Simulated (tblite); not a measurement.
Here is a computed GFN2-xTB geometry (Å):
```
atom  x, y, z in Å
Si1   -2.2620    0.4960   -0.0197
Si2   -0.3639   -0.6505   -0.6595
C3     0.9696   -0.9712    0.6472
C4     1.8320   -0.1393    0.0658
Cl5    3.4183    0.2991    0.5697
C6     1.1806    0.4076   -1.1621
H7    -3.4523   -0.2084   -0.5004
H8    -2.3916    0.6149    1.4343
H9    -2.3228    1.8550   -0.5651
H10   -0.5206   -1.7918   -1.5763
H11    1.1162   -1.5364    1.5510
H12    1.0876    1.4923   -1.1481
H13    1.7046    0.1334   -2.0754
```

Neutral, closed shell.

Which heavy atoms are bonded, and with what formal order?

Si1–Si2 2.31 Å (single); Si2–C3 1.89 Å (single); C3–C4 1.33 Å (double); C4–Cl5 1.72 Å (single); C4–C6 1.49 Å (single); Si2–C6 1.94 Å (single). Bonds to hydrogen (Å): Si1–H7 1.46; Si1–H8 1.46; Si1–H9 1.47; Si2–H10 1.47; C3–H11 1.08; C6–H12 1.09; C6–H13 1.09.

Which species is it?

`[SiH3][Si@@H]1C=C(Cl)C1`, C3H7ClSi2. Among its features: C=C double bond, C–Cl bond, Si–H bond and C–Si bond.

Which rings does it hold (smallest set)?

Si2–C3–C4–C6 (4 members, 0.01 Å rms from planarity).

Classify the heavy atoms.

Si1: SiH3 silicon; Si2: SiH silicon; C3: alkene CH carbon; C4: vinylic C–Cl carbon; Cl5: vinyl chlorine; C6: sp3 carbon bound to silicon.

What is the arrangement about Si1?

It has 4 neighbours (Si2, H7, H8, H9) and is distorted tetrahedral (angles from 106.9° to 113.1°).

What is the arrangement about Si2?

It has 4 neighbours (Si1, C3, C6, H10) and has angles from 73.2° to 118.2°.
